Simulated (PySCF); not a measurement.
Species: C2H8GeOSi.
Bonds: O1–C2 (double), C2–Si3, Si3–C4, C4–Ge5. Hydrogens: H6 on C2; H7, H8 on Si3; H9, H10 on C4; H11, H12, H13 on Ge5.

Level of theory: core-valence-separated Tamm–Dancoff BHandHLYP/aug-pcX-1 (pcseg-1 on H, def2-SVPD on Ge, def2-SVPD on Si) in PySCF, non-relativistic, gas phase, PBE0-D3(BJ)/def2-SVP geometry.

Computed oxygen K-edge spectrum, Gaussian lines of 0.6 eV full width, highest printed point 100; it ends one width below the last computed root. Absolute energies from this functional tend to lie a few eV below measured edges; no shift was applied.

| photon energy (eV) | absorption |
| --- | --- |
| 527.2 | 1 |
| 527.4 | 7 |
| 527.6 | 30 |
| 527.8 | 75 |
| 528.0 | 100 |
| 528.2 | 72 |
| 528.4 | 28 |
| 528.6 | 6 |
| 528.8 | 1 |
| 529.0 | 0 |
| 529.2 | 0 |
| 529.4 | 0 |
| 529.6 | 0 |
| 529.8 | 0 |
| 530.0 | 0 |
| 530.2 | 0 |
| 530.4 | 0 |
| 530.6 | 0 |
| 530.8 | 0 |
| 531.0 | 0 |
| 531.2 | 0 |
| 531.4 | 0 |
| 531.6 | 0 |
| 531.8 | 0 |
| 532.0 | 0 |
| 532.2 | 0 |
| 532.4 | 0 |
| 532.6 | 0 |
| 532.8 | 0 |
| 533.0 | 0 |
| 533.2 | 0 |
| 533.4 | 0 |
| 533.6 | 0 |
| 533.8 | 0 |
| 534.0 | 1 |
| 534.2 | 3 |
| 534.4 | 6 |
| 534.6 | 7 |
| 534.8 | 5 |
| 535.0 | 6 |
| 535.2 | 8 |

Task: Where are the maxima, and which lines make them up?

Result: 2 maxima:
- 528.0 eV: O1 (carbonyl oxygen), 527.99 eV, f = 0.053, 1s→π*, 100 % of the height at the exact maximum
- 534.5 eV: O1 (carbonyl oxygen), 534.54 eV, f = 0.004, 97 % of the height at the exact maximum

Roots within 0.03 eV on the same or equivalent atoms count as one line; shares under 12 % aren't listed.

Vibrational structure and lifetime widths aren't in the curve. The ionisation threshold wasn't computed; near and above it a finite basis only mimics Rydberg series and continuum. The BHandHLYP/aug-pcX-1 (pcseg-1 on H, def2-SVPD on Ge, def2-SVPD on Si) calculation is non-relativistic and has no spin–orbit coupling, an omission that weighs most on germanium.

Conformer computed: `[O:1]=[CH:2][SiH2:3][CH2:4][GeH3:5]`: O1–C2–Si3–C4 16°, C2–Si3–C4–Ge5 -50°.

One conformer stands for the species.
